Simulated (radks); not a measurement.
Values are calculated unless marked as measured or tabulated.
These are the eigenvalues of the occupied orbitals of an atom or ion with whole-number occupations (eV). Level of theory: scalar-relativistic Kohn-Sham, SCAN, spin-unpolarised, spherical densities, finite nucleus; meta-GGA in the generalised Kohn-Sham scheme; Fermi nuclear charge, rms radius of each element as measured or else 0.836 A^(1/3) + 0.57 fm (a radial shooting solver on a logarithmic mesh with Libxc functionals).

1s: -9622.323
2s: -1238.443
2p: -1080.519
3s: -199.4564
3p: -151.3692
3d: -73.6524

Which element is it, and in what charge state? The configuration may be excited.

Answer. Z = 30, zinc, charge +4: Zn4+ in [Ar] 3d8. The list shows which subshells hold electrons but not how many an open one holds; the 1s level, -353.61 hartree, gives Z - s = 26.6 by -(Z - s)^2/2, which with screening and relativity narrows Z to a few neighbours, and the depths of the outer levels then fix element, charge and occupations together.
